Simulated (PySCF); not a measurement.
AlCl₂Br, SMILES [Al]([Cl])([Br])[Cl]. Geometry: PBE0-D3(BJ)/def2-SVP.

Computed equilibrium geometry at PBE0-D3(BJ)/def2-SVP (PySCF confirms it by a frequency run) as a Z-matrix, and its point group:
point group C2v.
```
Al
Cl 1 2.0802
Cl 1 2.0802 2 119.42
Br 1 2.2266 2 120.29 3 180.00
```
